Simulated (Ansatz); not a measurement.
CH$_{6}$OSeSi, SMILES `OC[SiH2][SeH]`, relaxed with RKS PBE-D4/def2-SVP in the Gaussian-basis code of Ansatz from a rough embedded geometry. The force threshold is 0.03 eV/Å; the program also tests the step.

Total charge 0; spin multiplicity 1.

Start:

```xyz
10

O     0.785   -0.588   -1.397
C    -0.362   -0.484   -0.709
Si    0.099   -0.168    1.061
Se    1.189    1.827    1.245
H     0.535   -0.758   -2.390
H    -0.966   -1.421   -0.786
H    -0.995    0.381   -1.084
H    -1.202   -0.021    1.858
H     0.847   -1.307    1.592
H     0.069    2.540    0.610
```

**Question.** By how much does the energy fall, and how many steps does the optimiser take? (Best estimate.)

**Answer.** The calculation gave: 7.92 kcal/mol, in 5 steps.

**Question.** Which bonds change most? (Estimate.)

**Answer.** Computed: O1–C2 from 1.342 to 1.414 Å; O1–H5 from 1.038 to 0.974 Å; C2–Si3 from 1.857 to 1.907 Å; Si3–H9 from 1.463 to 1.501 Å.

**Question.** Give the relaxed structure. (Best estimate.)

**Answer.** Computed: 
```xyz
10

O     0.806   -0.657   -1.504
C    -0.386   -0.510   -0.758
Si    0.044   -0.128    1.061
Se    1.239    1.821    1.306
H     0.563   -0.790   -2.438
H    -1.027   -1.431   -0.753
H    -1.045    0.319   -1.125
H    -1.257   -0.076    1.820
H     0.932   -1.187    1.645
H     0.131    2.638    0.745
```
